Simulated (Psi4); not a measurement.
H₇NSi₂, triplet, at the geometry of the source list (a higher spin typed on purpose: for a closed-shell molecule this is an excited state); CISD/STO-3G (Psi4 1.11).

Input for Psi4:
```
memory 2 GB

molecule mol {
0 3
  Si    1.505600   -0.273400    0.362500
  N     0.071300   -0.102000   -0.591400
  Si   -1.522700    0.375800   -0.114700
  H     2.599900   -0.418600   -0.597900
  H     1.628100    0.937900    1.169000
  H     1.449400   -1.450200    1.239200
  H     0.100600   -0.606100   -1.463000
  H    -2.203100   -0.667200    0.663500
  H    -2.247700    0.620600   -1.361900
  H    -1.381400    1.583100    0.694700
}

set basis sto-3g
set reference uhf

energy('cisd')
print_variables()
```

Write the output that Psi4 gives for this input, abridged.


```
Traceback (most recent call last):
  File "psi4", line 375, in <module>
  File "<string>", line 31, in <module>
  File "site-packages/psi4/driver/driver.py", line 461, in energy
  File "site-packages/psi4/driver/task_planner.py", line 255, in task_planner
  File "site-packages/psi4/driver/driver_util.py", line 222, in negotiate_derivative_type
  File "site-packages/psi4/driver/driver_util.py", line 355, in highest_analytic_derivative_available

psi4.driver.p4util.exceptions.MissingMethodError: Method=cisd is not available for any derivative level under conditions CI_TYPE=CONV, REFERENCE=UHF, FREEZE_CORE=FALSE, QC_MODULE=(auto). See https://psicode.org/psi4manual/master/introduction.html#ss-cisd. Or did you mean? ccd ccsd cisdt cisdtq qcisd lccsd ci2 ci3 ci4 ci5 ci6 ci7 ci8 ci9 ci10 ci11 ci12 ci13 ci14 ci15 ci16 ci17 ci18 ci19 ci20 ci21 ci22 ci23 ci24 ci25 ci26 ci27 ci28 ci29 ci30 ci31 ci32 ci33 ci34 ci35 ci36 ci37 ci38 ci39 ci40 ci41 ci42 ci43 ci44 ci45 ci46 ci47 ci48 ci49 ci50 ci51 ci52 ci53 ci54 ci55 ci56 ci57 ci58 ci59 ci60 ci61 ci62 ci63 ci64 ci65 ci66 ci67 ci68 ci69 ci70 ci71 ci72 ci73 ci74 ci75 ci76 ci77 ci78 ci79 ci80 ci81 ci82 ci83 ci84 ci85 ci86 ci87 ci88 ci89 ci90 ci91 ci92 ci93 ci94 ci95 ci96 ci97 ci98

Printing out the relevant lines from the Psithon --> Python processed input file:
      H    -1.381400    1.583100    0.694700
    ""","mol")
    core.IO.set_default_namespace("mol")
    core.set_global_option("BASIS", "sto-3g")
    core.set_global_option("REFERENCE", "uhf")
--> energy('cisd')
    print_variables()

!----------------------------------------------------------------------------------!
!                                                                                  !
!  Method=cisd is not available for any derivative level under conditions          !
!     CI_TYPE=CONV, REFERENCE=UHF, FREEZE_CORE=FALSE, QC_MODULE=(auto). See        !
!     https://psicode.org/psi4manual/master/introduction.html#ss-cisd. Or did you  !
!     mean? ccd ccsd cisdt cisdtq qcisd lccsd ci2 ci3 ci4 ci5 ci6 ci7 ci8 ci9 ci10 !
!     ci11 ci12 ci13 ci14 ci15 ci16 ci17 ci18 ci19 ci20 ci21 ci22 ci23 ci24 ci25   !
!     ci26 ci27 ci28 ci29 ci30 ci31 ci32 ci33 ci34 ci35 ci36 ci37 ci38 ci39 ci40   !
!     ci41 ci42 ci43 ci44 ci45 ci46 ci47 ci48 ci49 ci50 ci51 ci52 ci53 ci54 ci55   !
!     ci56 ci57 ci58 ci59 ci60 ci61 ci62 ci63 ci64 ci65 ci66 ci67 ci68 ci69 ci70   !
!     ci71 ci72 ci73 ci74 ci75 ci76 ci77 ci78 ci79 ci80 ci81 ci82 ci83 ci84 ci85   !
!     ci86 ci87 ci88 ci89 ci90 ci91 ci92 ci93 ci94 ci95 ci96 ci97 ci98             !
!                                                                                  !
!----------------------------------------------------------------------------------!
```

The program refused the input.
